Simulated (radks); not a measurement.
Pb V, configuration [Xe] 4f14 5d10.

Method: non-relativistic Kohn-Sham, PBE, spin-polarised, spherical densities, point nucleus; relativity is left out, which matters for an element this heavy; computed with a radial shooting solver on a logarithmic mesh with Libxc functionals.

Energy parts (eV):
part                       energy
total                  -531289.92
kinetic                 531168.63
electron-nucleus      -1261255.85
Hartree                 208641.80
exchange-correlation     -9844.50

Orbitals (lengths in bohr, moments of r in powers of bohr; <r^-3> diverges for s and p1/2):
orbital  occ.  eigenvalue (eV)      <r^2>  <r^-3>
1s          2        -79035.26  0.0004552       -
2s          2        -13348.45   0.007058       -
2p          6        -12855.68   0.005201   19610
3s          2        -3211.778    0.04340       -
3p          6        -2977.333    0.03987    4312
3d         10        -2539.777    0.03057   772.6
4s          2        -741.3353     0.2049       -
4p          6        -638.4196     0.2090    1039
4d         10        -448.4427     0.2166   166.1
4f         14        -191.1390     0.2350   38.04
5s          2        -153.5371      1.006       -
5p          6        -119.0223      1.162   193.1
5d         10         -62.9911      1.780   21.22

The highest occupied level is 5d at -62.991 eV. The electron density at the nucleus is 3.962e+05 e/bohr^3.
